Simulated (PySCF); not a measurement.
Isomers of C8H14, from PBE0-D3(BJ)/def2-SVP geometry optimisation, gas phase (PySCF 2.14.0). One conformer each, no zero-point energy, no frequencies.

Question: Which isomer lies lower at this level?
A. `[CH2:1]1[CH2:2][CH2:3][C:4]2([CH2:5][CH2:6]1)[CH2:7][CH2:8]2` with C6–C1–C2–C3 -55°, C1–C2–C3–C4 54°, C2–C3–C4–C5 -54°, C3–C4–C5–C6 54°: A = 3524, B = 1756, C = 1422 MHz, dipole 0.19 D
B. `[CH2:1]1[CH2:2][C@H:3]2[CH2:4][CH2:5][CH2:6][C@H:7]2[CH2:8]1` with C8–C1–C2–C3 -40°, C1–C2–C3–C4 -91°, C2–C3–C4–C5 140°, C3–C4–C5–C6 -40°: A = 3453, B = 1984, C = 1527 MHz, dipole 0.08 D

Answer: B. That is `C1C[C@H]2CCC[C@H]2C1`, 15.3 kcal/mol below the other.

| SMILES | mapped SMILES | E (Eh) | relative (kcal/mol) | relative (kJ/mol) | dipole (D) |
| --- | --- | --- | --- | --- | --- |
| C1C[C@H]2CCC[C@H]2C1 | [CH2:1]1[CH2:2][C@H:3]2[CH2:4][CH2:5][CH2:6][C@H:7]2[CH2:8]1 | -312.71226 | 0.0 | 0.0 | 0.08 |
| C1CCC2(CC1)CC2 | [CH2:1]1[CH2:2][CH2:3][C:4]2([CH2:5][CH2:6]1)[CH2:7][CH2:8]2 | -312.68791 | 15.3 | 63.9 | 0.19 |

As drawn, the higher has a three-membered ring and a quaternary carbon, which the lower lacks.
